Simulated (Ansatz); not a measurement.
The cluster Ag₃⁺. The state is a singlet with charge 1. Geometry relaxed at B3LYP-D4/def2-TZVP.

Cartesian coordinates in Å:
```
Ag -1.523 -0.109 0.395
Ag 0.532 1.285 -0.743
Ag 0.990 -1.177 0.348
```

In the def2 sets Ag takes a core potential; there is no spin–orbit coupling. The relaxation made no stability test and no search for a lower SCF solution. The structure comes from a short search, and lower isomers may exist.

Question: Estimate the harmonic wavenumbers at RKS B3LYP-D4/def2-TZVP (Ansatz, unscaled). Is this a minimum?

Answer: 111, 111, 165 cm⁻¹. Yes, no mode is imaginary beyond noise. Zero-point energy 2.3 kJ/mol. Run time 4.1 s (4 threads of Intel Xeon 6975P-C on a shared host).
